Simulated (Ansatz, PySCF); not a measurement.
C₃H₇NOSi, SMILES O(CCC#N)[SiH3]. Atoms are numbered in the order given.

```xyz
13

N      3.6418     0.5138     0.3124
C      2.6095    -0.0004     0.4195
C      1.2894    -0.6168     0.5345
C      0.1867     0.2380    -0.0999
O     -1.0318    -0.4436     0.0663
Si    -2.5146     0.1217    -0.4675
H      1.0531    -0.7809     1.5982
H      1.3036    -1.6065     0.0503
H      0.4150     0.4015    -1.1703
H      0.1631     1.2318     0.3865
H     -2.5003     0.3063    -1.9494
H     -2.8355     1.4312     0.1749
H     -3.5111    -0.9068    -0.0802
```

Geometry: B3LYP-D3(BJ)/def2-SVP. One conformer was computed; it need not be the lowest.

Two levels are set side by side: PBE-D3(BJ)/def2-SVP (Ansatz, a program for electronic structure) and B3LYP-D3(BJ)/def2-SVP (Ansatz). Each level has its own optimised geometry; the coordinates shown are those of the second. Frequencies come from the Hessian of PySCF at each geometry. Differences are taken from unrounded values.

```tsv
quantity	B3LYP-D3(BJ)	PBE-D3(BJ)	PBE-D3(BJ) minus B3LYP-D3(BJ)
mean bond length (Å)	1.343	1.353	0.009
bond N1–C2 (Å)	1.158	1.171	0.013
bond C2–C3 (Å)	1.461	1.460	-0.001
bond C3–C4 (Å)	1.533	1.537	0.004
bond C4–O5 (Å)	1.406	1.412	0.006
bond O5–Si6 (Å)	1.674	1.688	0.014
bond C3–H7 (Å)	1.102	1.110	0.009
bond C3–H8 (Å)	1.102	1.110	0.009
bond C4–H9 (Å)	1.107	1.116	0.009
bond C4–H10 (Å)	1.107	1.116	0.009
bond Si6–H11 (Å)	1.493	1.507	0.014
bond Si6–H12 (Å)	1.493	1.507	0.014
bond Si6–H13 (Å)	1.483	1.496	0.013
highest harmonic wavenumber (cm⁻¹)	3111	3044	-67
mean harmonic wavenumber (cm⁻¹)	1259	1221	-38
zero-point energy (kcal/mol)	59.40	57.59	-1.81
```

GGA bonds tend to be longer and softer than those of functionals with exact exchange. Differences between two approximate levels are no errors against the true value.
